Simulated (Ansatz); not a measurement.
Start from `NB(F)[SiH3]` and change one atom or group to get `COB(N)[SiH3]`.

Ansatz, PBE0-D4/def2-TZVP geometries, multiplicity 1. Each molecule was computed in one conformer, which needn't be the lowest.

| property | `NB(F)[SiH3]` |
| --- | --- |
| size of the dipole moment (B3LYP/def2-TZVPP) / D | 2.51 |
| HOMO–LUMO gap (PBE/def2-TZVPP) / eV | 5.90 |
| LUMO energy (PBE/def2-TZVPP) / eV | -1.09 |
| LUMO energy (B3LYP/def2-TZVPP) / eV | -0.37 |
| HOMO–LUMO gap (PBE0/def2-TZVPP) / eV | 8.16 |
| size of the dipole moment (PBE/def2-TZVPP) / D | 2.53 |

(1) Give the same properties after the change, and the shifts. (Estimate.)

## Answers

(1) The calculation gave: 
| property | `COB(N)[SiH3]` | shift |
| --- | --- | --- |
| size of the dipole moment (B3LYP/def2-TZVPP) / D | 0.98 | -1.53 |
| HOMO–LUMO gap (PBE/def2-TZVPP) / eV | 5.54 | -0.36 |
| LUMO energy (PBE/def2-TZVPP) / eV | -0.70 | 0.39 |
| LUMO energy (B3LYP/def2-TZVPP) / eV | 0.00 | 0.37 |
| HOMO–LUMO gap (PBE0/def2-TZVPP) / eV | 7.85 | -0.31 |
| size of the dipole moment (PBE/def2-TZVPP) / D | 1.13 | -1.40 |

With PBE0 the HOMO rises by 0.67 eV and the LUMO rises by 0.36 eV, so the gap narrows by about 0.31 eV. PBE moves the HOMO by 0.74 eV and ωB97M-V by 0.50 eV. Dipoles are sizes alone; their direction can turn.

B3LYP here is the variant with VWN-RPA as its local correlation; programs differ in this.
